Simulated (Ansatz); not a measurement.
`N=[CH][Al]1[CH2][CH2]1` and `[CH3][Al]1[CH2][CH2]1` differ in one atom or group.

Ansatz, PBE0-D4/def2-TZVP geometries, multiplicity 1. Each molecule was computed in one conformer, which needn't be the lowest.

```
                               property  `N=[CH][Al]1[CH2][CH2]1`
    LUMO energy (B3LYP/def2-TZVPP) / eV                     -2.25
      LUMO energy (PBE/def2-TZVPP) / eV                     -2.95
  HOMO energy (ωB97M-V/def2-TZVPP) / eV                     -8.17
    HOMO–LUMO gap (PBE/def2-TZVPP) / eV                      1.91
     LUMO energy (PBE0/def2-TZVPP) / eV                     -2.02
HOMO–LUMO gap (ωB97M-V/def2-TZVPP) / eV                      8.03
```

Question: Give the same properties after the change, and the shifts. (Best estimate.)

Answer: The calculation gave: 
```
                               property  `[CH3][Al]1[CH2][CH2]1`  shift
    LUMO energy (B3LYP/def2-TZVPP) / eV                    -0.92   1.33
      LUMO energy (PBE/def2-TZVPP) / eV                    -1.47   1.48
  HOMO energy (ωB97M-V/def2-TZVPP) / eV                    -7.78   0.39
    HOMO–LUMO gap (PBE/def2-TZVPP) / eV                     3.02   1.11
     LUMO energy (PBE0/def2-TZVPP) / eV                    -0.69   1.33
HOMO–LUMO gap (ωB97M-V/def2-TZVPP) / eV                     8.64   0.61
```

With PBE0 the HOMO rises by 0.39 eV and the LUMO rises by 1.33 eV, so the gap widens by about 0.94 eV. PBE moves the HOMO by 0.37 eV and ωB97M-V by 0.39 eV.

B3LYP here is the variant with VWN-RPA as its local correlation; programs differ in this.
